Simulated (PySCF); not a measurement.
## Dipole response of Zn (zinc, neutral)

[Ar] 3d10 4s1 4p1, high-spin 3P determinant (an excited configuration). All numbers are calculated (PySCF 2.14, the spin-free X2C one-electron Hamiltonian (Gaussian nucleus), in x2c-TZVPPall with one added diffuse shell each of s, p, d, f type (7s6p5d3f1g, 80 functions)). Coupled (time-dependent) response in atomic units; α is the mean over directions.

```csv
method,mean α (bohr³),"α xx, yy, zz",C₆ (like pair),S(−4)
PBEsol,73.37,"53.94, 112.2, 53.94",591.1,5254
```

S(−4) is the Cauchy moment in α(ω) = α(0) + S(−4) ω² + …

α(iu) at PBEsol:

| u (hartree) | α(iu) (bohr³) |
| --- | --- |
| 0 | 73.37 |
| 0.0500 | 63.01 |
| 0.100 | 46.85 |
| 0.200 | 26.32 |
| 0.300 | 16.64 |
| 0.500 | 8.674 |
| 0.750 | 5.100 |
| 1.00 | 3.525 |
| 1.50 | 2.110 |
| 2.00 | 1.458 |
| 3.00 | 0.8539 |
| 5.00 | 0.4214 |

A single London oscillator, α(iu) = α/(1 + u²/ω²), gives C₆ = (3/4) ω α². Matching the computed C₆ needs ω = 4 × 591.1 / (3 × 73.37²) = 0.146 hartree.

The components differ because the open shell of this determinant is not spherical; for a pure term their mean is the scalar polarisability.
